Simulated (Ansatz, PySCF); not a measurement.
diisopropyl selenide (C6H14Se), SMILES CC([Se]C(C)C)C. Atoms are numbered in the order given.

```xyz
21

C      1.7959     1.3333     0.8232
C      1.5081    -0.1513     0.6343
C      2.7160    -0.9120     0.0938
Se    -0.0112    -0.4872    -0.6092
C     -1.4761     0.3552     0.4535
C     -1.8037     1.7577    -0.0519
C     -2.6971    -0.5619     0.4438
H      2.0534     1.8080    -0.1368
H      2.6459     1.4705     1.5150
H      0.9354     1.8705     1.2479
H      1.1986    -0.5959     1.5938
H      2.5072    -1.9877    -0.0075
H      3.5755    -0.7915     0.7744
H      3.0167    -0.5264    -0.8942
H     -1.0720     0.4104     1.4769
H     -0.9239     2.4162    -0.0328
H     -2.1705     1.7229    -1.0902
H     -2.5926     2.2168     0.5701
H     -2.4637    -1.5508     0.8640
H     -3.0733    -0.7108    -0.5820
H     -3.5161    -0.1150     1.0335
```

Coordinates come from a B3LYP-D3(BJ)/def2-SVP optimisation. One conformer was computed; it need not be the lowest.

Vertical ionisation energy (IE) and electron affinity (EA) in eV. Rows of orbital energies are one-electron estimates. Where ΔSCF, EOM or ADC give a negative EA the extra electron is unbound and the value depends on the basis.

```json
[
 {"level": "−ε(HOMO), −ε(LUMO), ωB97X/def2-SVP (PySCF)", "IE": "8.13", "EA": "-2.77"},
 {"level": "ΔSCF, PBE0/def2-SVPD (Ansatz), final states of multiplicity 2 and 2", "IE": "[?]", "EA": "[?]"}
]
```

Fill in the missing entries. (Estimate from the structure and the level; the computed values follow.)


- ΔSCF, PBE0/def2-SVPD (Ansatz, a quantum-chemistry and plane-wave program), final states of multiplicity 2 and 2, IE: 7.85
- ΔSCF, PBE0/def2-SVPD (Ansatz), final states of multiplicity 2 and 2, EA: -1.36

What vertical singlet–triplet gap does ΔSCF give with PBE0/def2-SVPD (Ansatz)? (Estimate from the structure and the level; the computed values follow.)

4.20 eV (triplet above singlet where positive).
